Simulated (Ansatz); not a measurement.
Consider the ligand exchange at the Si–O bond: `CO[SiH2]O[SiH](O)O` + CH₃SH → `CO[SiH2]SC` + `O[SiH](O)O`.

Calculated with Ansatz (gas phase, PBE0-D4/def2-TZVP geometries, no zero-point term in ΔE). CCSD(T)/CBS is the MP2 limit (def2-TZVPP, def2-QZVPP) plus CCSD(T) − MP2 in def2-TZVPP, frozen cores. This one scheme is used for every species. DFT in def2-TZVPP. One conformer a species, not always the lowest.

`CO[SiH2]O[SiH](O)O`:

Cartesian coordinates in Å:
```
C -1.199 -1.210 1.961
O -0.592 -0.547 0.871
Si 0.968 -0.825 0.407
O 1.204 0.071 -0.921
Si 0.365 1.066 -1.924
O 1.220 2.401 -2.288
O -1.028 1.477 -1.178
H -0.719 -0.939 2.907
H -1.154 -2.298 1.840
H -2.246 -0.910 2.005
H 1.899 -0.405 1.485
H 1.145 -2.269 0.112
H 0.160 0.369 -3.203
H 1.242 3.107 -1.640
H -1.263 0.910 -0.433
```

CH₃SH:

Z-matrix (Å, degrees):
```
C
S 1 1.806
H 1 1.089 2 111.5
H 1 1.089 2 111.5 3 -123.8
H 1 1.090 2 106.2 3 118.1
H 2 1.342 1 97.1 3 61.9
```

`CO[SiH2]SC`:

```xyz
13

C     0.409    1.369    1.582
O     0.973    0.963    0.354
Si    1.154   -0.611   -0.069
S    -0.680   -1.672   -0.164
C    -1.468   -0.775   -1.535
H    -0.603    0.970    1.707
H     1.020    1.040    2.429
H     0.362    2.459    1.589
H     1.805   -0.558   -1.398
H     1.957   -1.359    0.935
H    -2.442   -1.236   -1.697
H    -0.878   -0.865   -2.447
H    -1.609    0.276   -1.287
```

`O[SiH](O)O`:

```xyz
8

O    -1.638   -0.090   -0.035
Si   -0.035   -0.103   -0.326
O     0.866   -0.778    0.869
O     0.499    1.436   -0.439
H    -1.964    0.522    0.628
H     0.107   -0.870   -1.579
H     0.768   -1.717    1.029
H     1.397    1.601   -0.148
```

Is it downhill or uphill in electronic energy at CCSD(T)/CBS, and by how much? (An estimate is asked.)

The calculation gave: Uphill: ΔE = +61.6 kJ/mol.

What do these levels give: r2SCAN-D4, PBE0-D4, ωB97X-V, ωB97M-V, r2SCAN, PBE0, MP2/def2-TZVPP, SCS-MP2/def2-TZVPP, CCSD/def2-TZVPP, HF/CBS(def2), MP2/CBS(def2), CCSD/CBS(def2)? (An estimate is asked.)

Ansatz gave: r2SCAN-D4 57.3, PBE0-D4 51.2, ωB97X-V 61.5, ωB97M-V 61.3, r2SCAN 57.0, PBE0 51.1, MP2/def2-TZVPP 60.0, SCS-MP2/def2-TZVPP 65.7, CCSD/def2-TZVPP 68.0, HF/CBS(def2) 83.2, MP2/CBS(def2) 57.1, CCSD/CBS(def2) 65.0 kJ/mol.

Largest T1 diagnostic among the species: 0.012.

From PBE to PBE0 (25 % exact exchange), in def2-TZVPP and without D4, ΔE moves by +6.4 kJ/mol. In def2-TZVPP, CCSD(T) changes the Hartree–Fock value by −15.7 kJ/mol (the triples alone add −3.4 kJ/mol) and MP2 by −20.2 kJ/mol.
